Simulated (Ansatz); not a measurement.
Reaction R1 → P1 + P2, each structure at its B3LYP-D3(BJ)/def2-TZVP stationary point, reached from a drawn start (curvature not checked).
P1: O2 (SMILES O=O), charge 0, multiplicity 3.
P2: OH (SMILES [OH]), charge 0, multiplicity 2.
R1: HO3 (SMILES [O]OO), charge 0, multiplicity 2.

P less R. No zero-point or thermal terms; open shells are unrestricted; no spin–orbit coupling.

Cores are frozen in the correlated methods.

Codes used: Ansatz (a first-principles code). All values are computed, each at the level named.

Problem. What is the computed reaction energy (CCSD(T)/cc-pVTZ)?

Solution. 1.5 kcal/mol

Problem. Give the reaction energy at the level PBE/def2-TZVPP.

Solution. 17.5 kcal/mol

Problem. Estimate the reaction energy that HF/cc-pVQZ returns for this input.

Solution. -43.1 kcal/mol

Doubts at one or more of the structures used: a spin-contaminated determinant (HF/cc-pVQZ, CCSD(T)/cc-pVTZ).
